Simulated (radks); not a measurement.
Results of a calculation; reference values are marked as such.
Neutral neodymium inside a hard spherical wall (all orbitals vanish at R), configuration held at [Xe] 4f4 6s2 and not refilled when levels cross. Code: a radial shooting solver on a logarithmic mesh with Libxc functionals. Model: scalar-relativistic Kohn-Sham, LDA (Slater exchange, VWN5 correlation), spin-unpolarised, spherical densities, finite nucleus; Fermi nuclear charge, rms radius 4.9123 fm. Eigenvalues in eV, with the zero of energy where the potential of the charges vanishes at infinity; a dash marks a level that is unbound or too diffuse for the functional's potential to be trusted. A positive occupied level is held by the wall or, in an anion where self-interaction has pushed it up, behind a barrier. The pressure on the wall is -dE/dV.

| R (bohr) | E (hartree) | kinetic (hartree) | e(5s) | e(5p) | e(6s) | e(5d, empty) | e(4f) | e(6p, empty) | pressure (GPa) |
|---|---|---|---|---|---|---|---|---|---|
| free | -9616.6011 | 10231.429 | -40.577 | -22.169 | -3.633 | -2.057 | -1.946 | -1.276 | 0 |
| 20 | -9616.6011 | 10231.429 | -40.577 | -22.169 | -3.633 | -2.057 | -1.946 | -1.276 | < 0.0001 |
| 15 | -9616.6011 | 10231.430 | -40.573 | -22.166 | -3.630 | -2.054 | -1.942 | -1.260 | 0.000286 |
| 6 | -9616.4603 | 10232.093 | -38.016 | -19.703 | -0.401 | 0.472 | 0.643 | 4.106 | 8.53 |
| 4 | -9615.4852 | 10235.824 | -31.964 | -13.919 | 14.257 | 8.282 | 7.488 | 24.131 | 198 |
| 3 | -9612.2169 | 10247.776 | -20.541 | -1.681 | 51.252 | 25.504 | 21.306 | 68.474 | 1770 |
| 2 | -9590.3422 | 10316.717 | 31.468 | 59.146 | 223.55 | 105.14 | 70.832 | 256.64 | 32100 |
| 1.5 | -9532.1125 | 10485.976 | 157.33 | 201.64 | 561.33 | 269.96 | 150.92 | 608.29 | 232000 |
